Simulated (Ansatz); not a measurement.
Geometry optimisation, RKS PBE0/def2-SVP (Ansatz).

input.yaml

```yaml
crystal:
  periodic: [false, false, false]
  atoms:
    - { symbol: B, position_ang: [0.0, 0.0, 0.0] }
    - { symbol: O, position_ang: [0.0, 0.0, 1.76] }
    - { symbol: H, position_ang: [-0.9095, -0.2814, 2.0971] }
    - { symbol: O, position_ang: [1.2211, 0.0, -0.705] }
    - { symbol: H, position_ang: [1.5209, -0.9519, -0.8599] }
    - { symbol: O, position_ang: [-1.2211, 0.0, -0.705] }
    - { symbol: H, position_ang: [-1.7308, -0.8467, -0.4965] }
    - { symbol: O, position_ang: [0.0766, 1.621, 0.5392] }
    - { symbol: Si, position_ang: [0.6742, 2.1133, 2.0302] }
    - { symbol: H, position_ang: [1.069, 0.9424, 2.8077] }
    - { symbol: H, position_ang: [1.8341, 2.9769, 1.8293] }
    - { symbol: H, position_ang: [-0.3605, 2.849, 2.751] }
    - { symbol: H, position_ang: [0.0506, 1.0697, 1.5173] }
basis:
  gaussian: { orbitals: def2-SVP }
hamiltonian:
  xc: pbe0
relax:
  f_tol: 0.15
  max_steps: 25
  restrain:
    - { distance: [0, 7], at: 2.61, k: 30.0 }
    - { distance: [12, 1], at: 2.21, k: 30.0 }
    - { distance: [0, 1], at: 1.41, k: 30.0 }
    - { distance: [12, 7], at: 1.01, k: 30.0 }
```

Launched with:

```bash
$ ansatz run input.yaml --threads 4 --pin off --max-ram 5120MiB --backend cpu --events-out ev --progress --plain --runs-dir out
```

Task: Where does it end, and by what steps?

Result: It converged. The restraints hold the end off the free minimum; the threshold counts their pulls, which the force column leaves out. Restrained pairs: B1–O8 (1.71 → 2.62 Å), O2–H13 (1.10 → 2.20 Å), B1–O2 (1.76 → 1.39 Å), O8–H13 (1.12 → 0.98 Å). After 23 steps the energy has fallen by 7.554 eV (the restraints' own energy left out); H3 moved furthest, 1.71 Å. The start is strongly strained (largest force component 9 eV/Å), so its close contacts needn't be bonds.

| step | energy less start (eV) | largest force component (eV/Å) | accepted |
| --- | --- | --- | --- |
| 0 | 0.0000 | 9.008 | yes |
| 1 | -1.8351 | 6.039 | yes |
| 2 | -2.7573 | 4.620 | yes |
| 3 | -3.6346 | 3.833 | yes |
| 4 | -4.9488 | 3.136 | yes |
| 5 | -5.9583 | 2.480 | yes |
| 6 | -6.4923 | 1.501 | yes |
| 7 | -6.7215 | 1.275 | yes |
| 8 | -6.8551 | 0.843 | yes |
| 9 | -6.9679 | 0.853 | yes |
| 10 | -7.0098 | 1.921 | yes |
| 11 | -7.1909 | 1.114 | yes |
| 12 | -7.3182 | 0.774 | yes |
| 13 | -7.3883 | 0.634 | yes |
| 14 | -7.4338 | 0.703 | yes |
| 15 | -7.4535 | 1.133 | yes |
| 16 | -7.4902 | 0.880 | yes |
| 17 | -7.5197 | 0.698 | yes |
| 18 | -7.5277 | 0.589 | yes |
| 19 | -7.5269 | 0.675 | yes |
| 20 | -7.5477 | 0.646 | yes |
| 21 | -7.5359 | 0.954 | no |
| 22 | -7.5539 | 0.537 | yes |
| 23 | -7.5535 | 0.625 | yes |

```xyz
13
Properties=species:S:1:pos:R:3
B -0.079 -0.504 0.219
O -0.836 -1.130 1.205
H -1.761 -1.240 0.968
O 1.261 -0.452 0.449
H 1.709 0.004 -0.271
O -0.566 -0.053 -0.979
H -1.520 0.024 -1.035
O -0.492 1.611 1.701
Si 0.958 2.410 1.965
H 1.874 1.606 2.832
H 1.599 2.683 0.639
H 0.700 3.730 2.631
H -0.624 0.803 2.242
```

Time of the run: 48 s on 4 threads of Arm Neoverse V2, with other jobs on the host, peak memory 0.3 GiB.
